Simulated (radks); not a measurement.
Values are calculated unless marked as measured or tabulated.
Dispersion coefficients C6 (hartree bohr^6) between ground-configuration atoms and ions, from the Casimir-Polder integral (3/pi) of alpha_A(iw) alpha_B(iw). Code: a radial shooting solver on a logarithmic mesh with Libxc functionals. Model: non-relativistic Kohn-Sham, LDA (Slater exchange, VWN5 correlation), spin-polarised, spherical densities, point nucleus; open shells are filled with parallel spins first (spin-orbit coupling, left out, can overturn this in heavy ions). Response by self-consistent Sternheimer equations with the Hartree and adiabatic LDA kernel. For heavy and open-shell atoms this level of theory can miss by tens of per cent.

C6,Be+,Kr2+,In,Co,Mo2+,N,Rh
Be+,55.66,,,,,,
Kr2+,34.36,37.43,,,,,
In,204.8,141.3,767.1,,,,
Co,152.9,106.5,573.6,429.9,,,
Mo2+,42.52,44.42,173.2,130.4,52.94,,
N,33.46,31.82,133.3,100.6,38.01,27.98,
Rh,166.7,120.1,628.9,470.3,146.7,111.9,517.5

Static polarisabilities (bohr^3): Be+ ([He] 2s1) 21.21, Kr2+ ([Ar] 3d10 4s2 4p4) 7.551, In ([Kr] 4d10 5s2 5p1) 73.91, Co ([Ar] 3d7 4s2) 51.55, Mo2+ ([Kr] 4d4) 9.922, N ([He] 2s2 2p3) 8.185, Rh ([Kr] 4d8 5s1) 59.08. The combination rule 2 Ca Cb / ((alpha_b/alpha_a) Ca + (alpha_a/alpha_b) Cb) gives 98.40 for Co-N, against 100.6 from the integral.
